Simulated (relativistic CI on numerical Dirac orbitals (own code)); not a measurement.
The numbers below are computed, except where a source is named.
Quantum defects of the ns series of Mo⁵⁺

Problem. The ns ²S levels with J = 1/2 of Mo⁵⁺ lie at 5s: 119727.3, 6s: 313809.1, 7s: 400769.5 cm⁻¹ (Sugar and Musgrove, J. Phys. Chem. Ref. Data 17, 155 (1988)), and the ionisation limit at 555127.5 cm⁻¹ (NIST ASD). Find the quantum defects and predict 8s.

Working.
1. The outer electron sees the charge z = 6; R = 109736.70 cm⁻¹ for this mass. The binding energy T = limit − E defines n* = z√(R/T).
2. Values: 5s: T = 435400.2, n* = 3.0122, δ = n − n* = 1.9878; 6s: T = 241318.4, n* = 4.0461, δ = n − n* = 1.9539; 7s: T = 154358.0, n* = 5.0590, δ = n − n* = 1.9410.
3. With δ held at 1.9410: E(8s) = limit − Rz²/(8 − δ)² = 447516.7 cm⁻¹.
4. The Ritz form δ = δ₀ + a/n*² through the last two members has a = 0.5869 and δ₀ = 1.9181, so with n* ≈ 8 − 1.9410, δ(8) = 1.9341 and E = 447763.0 cm⁻¹.

Check. The measured level is 447738.6 cm⁻¹ (δ = 1.9348), so the two predictions miss by -221.9 and 24.4 cm⁻¹. The defect is large because this electron penetrates the core.
